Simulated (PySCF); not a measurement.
C₆H₁₁F₃.
Atom-mapped SMILES: `[CH3:1][C:2]([F:3])([F:4])[C:5]([CH3:6])([CH3:7])[CH2:8][F:9]` (hydrogens: H10, H11, H12 on C1; H13, H14, H15 on C6; H16, H17, H18 on C7; H19, H20 on C8)

Computed, not measured: PySCF, TDDFT CAM-B3LYP/def2-SVPD, vertical, gas phase, core orbitals frozen in the response. One conformer (not necessarily the lowest) at the PBE0-D3(BJ)/def2-SVP geometry, without solvent, vibrations or thermal averaging. Torsions of this conformer, `[CH3:1][C:2]([F:3])([F:4])[C:5]([CH3:6])([CH3:7])[CH2:8][F:9]`: C1–C2–C5–C6 61°, C2–C5–C8–F9 180°.

Computed states:

```
state  E (eV)       f
   S1    9.02   0.014
   S2    9.25   0.033
   S3    9.43   0.016
   S4    9.78   0.039
   S5    9.82   0.037
   S6    9.93  0.0006
   S7    9.99  0.0062
   S8   10.12  0.0073
   S9   10.21   0.118
  S10   10.26  0.0006
```

Each state is given a Gaussian of 0.4 eV full width at half maximum, with ε(max) = 2.175×10⁸ f / Δν̃ (Δν̃ the width in cm⁻¹). The width is an assumption, not a result. The curve ends short of the highest state used, and states not computed would add to its high-energy end.

Question: What does the envelope look like, and where are its maxima?

Answer: 
| E (eV) | ε (L mol⁻¹ cm⁻¹) |
| --- | --- |
| 8.42 | 2 |
| 8.46 | 4 |
| 8.49 | 7 |
| 8.53 | 15 |
| 8.56 | 24 |
| 8.60 | 45 |
| 8.63 | 70 |
| 8.67 | 118 |
| 8.70 | 170 |
| 8.74 | 264 |
| 8.77 | 356 |
| 8.81 | 511 |
| 8.85 | 703 |
| 8.88 | 870 |
| 8.92 | 1122 |
| 8.95 | 1329 |
| 8.99 | 1624 |
| 9.02 | 1854 |
| 9.06 | 2164 |
| 9.09 | 2391 |
| 9.13 | 2674 |
| 9.16 | 2860 |
| 9.20 | 3058 |
| 9.23 | 3160 |
| 9.27 | 3223 |
| 9.31 | 3206 |
| 9.34 | 3150 |
| 9.38 | 3038 |
| 9.41 | 2951 |
| 9.45 | 2868 |
| 9.48 | 2860 |
| 9.52 | 2955 |
| 9.55 | 3122 |
| 9.59 | 3476 |
| 9.62 | 3828 |
| 9.66 | 4375 |

Maxima: 134 nm (9.28 eV), ε about 3200, made up of S2 (67%) and S3 (22%) (ε in L mol⁻¹ cm⁻¹; maxima over ε = 5, shares over 10%). At its high-energy end, 9.66 eV, the curve is still rising (ε about 4400, from S3, S4 and S5).

Question: Coming from long wavelengths, where does ε first pass 100 L mol⁻¹ cm⁻¹?

Answer: At about 143 nm (8.66 eV), 0.36 eV below S1.

Question: What would ε be at 9.28 eV, the highest of these maxima, with half the width (0.2 eV)?

Answer: About 4590 L mol⁻¹ cm⁻¹ against 3230, a factor of about 1.4; a lone state at its own centre would give exactly 2.

All these states lie below the vertical ionisation energy of 11.32 eV (ΔSCF).

Hardware: one thread of an Arm Neoverse V1, on a shared host. Cost: 7.8 min, 1.3 GiB resident at most.

Without π bonds the low states are Rydberg-like; a valence basis with one diffuse set may place them up to an eV too high.
